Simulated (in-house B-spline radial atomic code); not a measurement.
Ionisation energies along the 23-electron series, configuration 1s2 2s2 2p6 3s2 3p6 3d3/2(4) 3d5/2(1), as differences of self-consistent energies. Dirac energy differences include first-order Breit, QED and recoil terms. NIST's values go from ground level to ground level; the uncertainty of those that are theory runs from under 0.1 % in few-electron ions to several per cent in heavy many-electron ones. Computed with a radial B-spline atomic code at the basis-set limit: Dirac-Hartree-Fock, jj configuration that fills j = l - 1/2 first, finite nuclei.

A number in brackets counts the electrons of a j subshell.

| ion | configuration after | ionisation energy (eV) | IE/(q+1)² (eV) | -ε less Coulomb ΔSCF (eV) | Breit and QED recoil part (eV) | tabulated value (eV) | computed minus tabulated (eV) |
| --- | --- | --- | --- | --- | --- | --- | --- |
| Cd25+ | [Ar] 3d3/2(4) | 1313.3 | 1.9428 | 2.5676 | -0.16298 | 1320 | -7 |
| In26+ | [Ar] 3d3/2(4) | 1405.9 | 1.9285 | 2.5708 | -0.19233 | 1413 | -7 |
| Sn27+ | [Ar] 3d3/2(4) | 1501.5 | 1.9152 | 2.5738 | -0.22412 | 1508 | -7 |
| Sb28+ | [Ar] 3d3/2(4) | 1600.1 | 1.9026 | 2.5766 | -0.25852 | 1606 | -6 |
| Te29+ | [Ar] 3d3/2(4) | 1701.8 | 1.8909 | 2.5791 | -0.29551 | 1707 | -5 |
| I30+ | [Ar] 3d3/2(4) | 1806.5 | 1.8798 | 2.5815 | -0.33535 | 1812 | -6 |
| Xe31+ | [Ar] 3d3/2(4) | 1914.2 | 1.8693 | 2.5836 | -0.37795 | 1919 | -5 |
| Cs32+ | [Ar] 3d3/2(4) | 2024.9 | 1.8594 | 2.5855 | -0.42352 | 2029 | -4 |
| Ba33+ | [Ar] 3d3/2(4) | 2138.7 | 1.8501 | 2.5873 | -0.47205 | 2142 | -3 |
| La34+ | [Ar] 3d3/2(4) | 2255.5 | 1.8412 | 2.5889 | -0.52373 | 2259 | -3 |
| Ce35+ | [Ar] 3d3/2(4) | 2375.3 | 1.8328 | 2.5904 | -0.57859 | 2378 | -3 |
| Pr36+ | [Ar] 3d3/2(4) | 2498.2 | 1.8248 | 2.5917 | -0.63673 | 2501 | -3 |
| Nd37+ | [Ar] 3d3/2(4) | 2624.1 | 1.8172 | 2.5928 | -0.69823 | 2627 | -3 |
| Pm38+ | [Ar] 3d3/2(4) | 2753.0 | 1.81 | 2.5939 | -0.76316 | 2755 | -2 |
| Sm39+ | [Ar] 3d3/2(4) | 2884.9 | 1.8031 | 2.5947 | -0.83159 | 2887 | -2 |
| Eu40+ | [Ar] 3d3/2(4) | 3019.9 | 1.7965 | 2.5955 | -0.90371 | 3022 | -2 |
| Gd41+ | [Ar] 3d3/2(4) | 3157.9 | 1.7902 | 2.5961 | -0.97951 | 3160 | -2 |
| Tb42+ | [Ar] 3d3/2(4) | 3298.9 | 1.7842 | 2.5966 | -1.0592 | 3300 | -1 |
| Dy43+ | [Ar] 3d3/2(4) | 3443.0 | 1.7784 | 2.597 | -1.1427 | 3445 | -2 |
| Ho44+ | [Ar] 3d3/2(4) | 3590.1 | 1.7729 | 2.5973 | -1.2302 | 3592 | -2 |
